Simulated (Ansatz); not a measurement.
`C=C[SiH](Br)C=C` + `[OH][Ti]([Cl])([Cl])[Cl]` → `C=C[O][Ti]([Cl])([Cl])[Cl]` + `C=C[SiH2]Br`  (substitution at a C–Si bond)

Gas-phase electronic energies from Ansatz, PBE0-D4/def2-TZVP geometries. CCSD(T)/CBS adds triple-zeta CCSD(T) − MP2 to the extrapolated MP2 energy (def2 sets, frozen cores). Functionals use def2-TZVPP. B3LYP here is the variant with VWN-RPA as its local correlation; programs differ in this. For Br, Ti outer-core shells are correlated without core-valence functions, which leaves a few kJ/mol of doubt a bond. Scalar relativity is left out up to krypton. One conformer a species, not always the lowest.

```csv
level,ΔE (kcal/mol),difference from CCSD(T)/CBS
PBE-D4,9.9,-3.0
r2SCAN-D4,10.5,-2.4
PBE0-D4,11.3,-1.6
B3LYP-D4,10.2,-2.7
ωB97X-V,12.2,-0.7
ωB97M-V,13.4,0.5
B2PLYP,9.9,-3.0
PBE,9.2,-3.7
r2SCAN,10.4,-2.5
PBE0,10.7,-2.2
B3LYP,8.9,-4.0
HF/def2-TZVPP,10.4,-2.5
MP2/def2-TZVPP,12.7,-0.2
SCS-MP2/def2-TZVPP,11.9,-1.0
CCSD/def2-TZVPP,12.4,-0.5
CCSD(T)/def2-TZVPP,11.7,-1.2
HF/def2-QZVPP,10.4,-2.5
MP2/def2-QZVPP,13.4,0.5
SCS-MP2/def2-QZVPP,12.6,-0.3
HF/CBS(def2),10.4,-2.5
MP2/CBS(def2),13.9,1.0
CCSD/CBS(def2),13.6,0.7
CCSD(T)/CBS,12.9,0
```

Largest T1 diagnostic among the species: 0.024, so the coupled-cluster value is less sure than usual.

The D4 term adds +1.3 kcal/mol with B3LYP and +0.6 kcal/mol with PBE0; it sums over pairs of atoms, weighted by their polarisabilities, and B3LYP, whose exchange is more repulsive, gets the larger term. From PBE to PBE0 (25 % exact exchange), in def2-TZVPP and without D4, ΔE moves by +1.5 kcal/mol. In def2-TZVPP, CCSD(T) changes the Hartree–Fock value by +1.3 kcal/mol (the triples alone add −0.7 kcal/mol) and MP2 by +2.3 kcal/mol.
